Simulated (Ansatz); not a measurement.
Born–Oppenheimer molecular dynamics of CH4BFOSi (9 atoms, charge 0, multiplicity 1). It starts from a relaxed structure.

These are results of RKS revPBE/6-31G* (Ansatz 0.2.0), not measurements.

- ensemble: NVE (velocity Verlet)
- time step: 1 fs
- steps asked: 400
- starting velocities drawn for: 400 K
- seed: 224856

First frame:

```xyz
9
Properties=species:S:1:pos:R:3
F 1.101 1.954 0.790
C -0.225 0.577 -1.000
B 0.815 0.761 0.165
Si -0.354 -0.901 0.737
O -0.713 -0.657 -1.040
H -0.660 1.257 -1.761
H 1.760 0.044 -0.192
H 0.082 -2.329 0.941
H -1.719 -0.751 1.342
```

(1) How far do the bonds stretch over the last three quarters of this one trajectory? (Pairs bonded in most of those frames.)

## Answers

(1) 
```
  bond  mean (Å)  spread (Å)  shortest  longest
 F1–B3     1.357       0.015      1.33     1.40
 C2–B3     1.556       0.027      1.50     1.61
C2–Si4     1.942       0.120      1.80     2.21
 C2–O5     1.483       0.069      1.34     1.59
 C2–H6     1.108       0.017      1.08     1.14
 B3–H7     1.217       0.012      1.20     1.25
Si4–O5     1.718       0.052      1.63     1.90
Si4–H8     1.501       0.034      1.44     1.55
Si4–H9     1.501       0.038      1.44     1.57
```

Mean temperature of the second half: 453 K. The conserved energy stayed within 0.33 meV per atom of its start (net change 0.23 meV per atom), so the integration is sound. A run of 0.4 ps of so small a system gives no equilibrium averages. The orbitals stay closed-shell, which can raise the energy where a bond breaks towards radicals; this wasn't checked here.

Time of the run: 10 min on 2 threads of Arm Neoverse N1, with other jobs on the host, peak memory 0.11 GiB.
